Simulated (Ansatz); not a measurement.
Ansatz (an electronic-structure program) input (RPA@PBE/cc-pV(T+d)Z):
A basis named .json is the Basis Set Exchange file of that set.

Ansatz 0.2 input:
```yaml
crystal:
  periodic: [false, false, false]
  atoms:
    - {symbol: Si, position_ang: [0.03050010, -1.30183198, 0.66229852]}
    - {symbol: O, position_ang: [1.37595055, -0.52004313, 0.14740958]}
    - {symbol: Si, position_ang: [2.09979190, 0.92040180, -0.17333443]}
    - {symbol: O, position_ang: [-1.30800471, -0.63943882, -0.01062730]}
    - {symbol: Si, position_ang: [-2.15730007, 0.71006130, -0.40774511]}
    - {symbol: H, position_ang: [0.12365221, -2.70590042, 0.16810927]}
    - {symbol: H, position_ang: [2.42645471, 0.98805252, -1.61396591]}
    - {symbol: H, position_ang: [1.18618283, 2.03386537, 0.17626428]}
    - {symbol: H, position_ang: [3.33845413, 1.02847855, 0.62643056]}
    - {symbol: H, position_ang: [-2.32714759, 1.57259766, 0.78375079]}
    - {symbol: H, position_ang: [-1.43333602, 1.46598052, -1.45510239]}
    - {symbol: H, position_ang: [-3.47971405, 0.29194592, -0.91681040]}
basis:
  gaussian:
    orbitals: cc-pV_T+d_Z.json
hamiltonian:
  xc: pbe
magnetization: {spin_polarized: true, initial_magnetization: 1}
correlation: {method: rpa, electrons: outside_noble_gas}
```

End of the output:

```
integrals: 0.66 GiB planned
1599 factors; integrals over basis functions are off by at most 1.0e-3 eV
0.35 GiB of the device are held for the grids
1.49 GiB of device memory are held for the factors and their scratch space
mean field: 1.76 GiB planned
mean field evaluation 1: about -27817.9967 eV, gradient 6.0e1 eV
mean field evaluation 2: about -27817.9775 eV, gradient 6.0e1 eV
mean field evaluation 4: about -27828.6834 eV, gradient 1.4e1 eV
mean field evaluation 8: about -27829.6335 eV, gradient 5.4e-1 eV
mean field evaluation 16: about -27829.6346 eV, gradient 8.4e-5 eV
mean field -27829.63455453 eV, -1022.7202062752 hartree, gradient 6.9e-6 eV, S^2 0.751837; 0 other end points of the search recorded, 0 dependent functions left out
17 core orbitals not correlated
reference -27777.05887869 eV, -1020.7880858251 hartree; 16, 15 occupied and 242, 243 virtual orbitals, 1599 factors
Total energy: -27815.46717509 eV, -1022.1995646839 hartree
```

It need not be the lowest isomer of its formula.
